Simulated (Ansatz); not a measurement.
Stepwise reaction of `[SH][SnH2][SH]` with hydrogen fluoride, as a gas-phase model of exchange steps in deposition or etching. ΔE in kJ/mol; ΔG adds harmonic PBE0-D4 terms to CCSD(T)/CBS, at 1 bar.

Isolated molecules relaxed with PBE0-D4/def2-TZVP in Ansatz; ΔE leaves out vibrations. CCSD(T)/CBS adds triple-zeta CCSD(T) − MP2 to the extrapolated MP2 energy (def2 sets, frozen cores). This one scheme is used for every species. Functionals use def2-TZVPP. B3LYP here is the variant with VWN-RPA as its local correlation; programs differ in this. Elements past krypton have def2 core potentials. For Sn outer-core shells are correlated without core-valence functions, which leaves a few kJ/mol of doubt a bond. One conformer a species, not always the lowest.

```tsv
step	reaction	PBE-D4	B3LYP-D4	ωB97M-V	CCSD(T)/CBS	ΔG(400 K)
1	`[SH][SnH2][SH]` + H–F → `[F][SnH2][SH]` + H₂S	3.8	-1.9	-1.7	6.6	5.6
```

**Question.** Give the row of step 2, `[F][SnH2][SH]` + H–F → `[F][SnH2][F]` + H₂S. (An estimate is asked.)

**Answer.** The calculation gave: 
| step | reaction | PBE-D4 | B3LYP-D4 | ωB97M-V | CCSD(T)/CBS | ΔG(400 K) |
| --- | --- | --- | --- | --- | --- | --- |
| 2 | `[F][SnH2][SH]` + H–F → `[F][SnH2][F]` + H₂S | 7.9 | 1.8 | 2.5 | 9.1 | 3.1 |

**Question.** By hand: ΔE of the 2 steps together at CCSD(T)/CBS.

**Answer.** (6.6) + (9.1) = 15.7 kJ/mol, or 7.8 kJ/mol a step.

In ΔE the steps differ by no more than 2.5 kJ/mol. All are uphill at CCSD(T)/CBS. ΔG lies between 3.1 and 5.6 kJ/mol a step. PBE-D4 differs from CCSD(T)/CBS by -2.8 to -1.2 kJ/mol a step. Isolated molecules leave out the surface, adducts and barriers. Largest T1 diagnostic: 0.014.
